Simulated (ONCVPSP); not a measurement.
u(r) = r·R(r): atom against pseudo-atom (Ti)

Columns: radius, all-electron u(r) and pseudo u(r) of the 3s shell (level -62.63 eV) of titanium in the configuration [Ne] 3s2 3p6 3d2 4s2; PBE, scalar-relativistic, ONCV scheme, ONCVPSP 4.0.1.

```csv
r (bohr),all-electron,pseudo
0.108,-0.1318,0.2080
0.215,-0.5798,0.4046
0.322,-0.3470,0.5830
0.430,0.1375,0.7366
0.538,0.5842,0.8572
0.645,0.8925,0.9406
0.752,1.0591,0.9860
0.860,1.1121,0.9949
0.968,1.0846,0.9702
1.075,1.0090,0.9183
1.182,0.9086,0.8461
1.290,0.7980,0.7602
1.398,0.6885,0.6683
1.505,0.5869,0.5776
1.612,0.4951,0.4915
1.720,0.4135,0.4125
1.828,0.3431,0.3429
1.935,0.2836,0.2836
2.042,0.2334,0.2334
2.150,0.1911,0.1910
2.258,0.1559,0.1559
2.365,0.1272,0.1272
2.472,0.1035,0.1035
2.580,0.0839,0.0839
2.688,0.0680,0.0680
2.795,0.0551,0.0551
```

Problem. How many radial nodes do the two functions have?

Solution. The all-electron 3s function has n − l − 1 = 2 (the table is too coarse to show those close to the nucleus); the pseudo-wave has 0, since the states of the same l below it are removed with the core.

Problem. At about which radius was the pseudo-wave matched?

Solution. 2.00 bohr. The columns agree to 0.0005 from 1.83 bohr on; several derivatives are matched, so the curves merge somewhat inside the radius.

Problem. Where does each function peak?

Solution. Outermost all-electron maximum near 0.86 bohr, pseudo maximum near 0.86 bohr (to the table’s step).

Problem. Is the pseudo-wave norm-conserving?

Solution. Yes: the ONCV scheme keeps the norm inside the radius equal to the all-electron one, which fixes the energy derivative of the logarithmic derivative at the level.
